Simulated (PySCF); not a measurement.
ClGe, charge +1, multiplicity 1.

```xyz
2

Cl     0.0000     0.0000    -1.3456
Ge     0.0000     0.0000     0.7149
```
Charge +1, spin multiplicity 1.

Coordinates come from a r2SCAN-D4/def2-TZVP optimisation. The multiplicity is an assumed one; other spin states were not compared.

Calculation: PBE/pcSseg-2 in PySCF. Non-relativistic, no solvent.

Problem. Give the absolute GIAO shielding of each atom: isotropic value and principal components (ppm). (An estimate is asked for; the answer gives what the named calculation found.)

Solution. 
```
atom  σ(iso)     σ11     σ22     σ33    span
----  ------  ------  ------  ------  ------
Cl1     81.9  -452.9  -452.9  1151.5  1604.4
Ge2    957.2    57.3    57.3  2757.0  2699.6
```
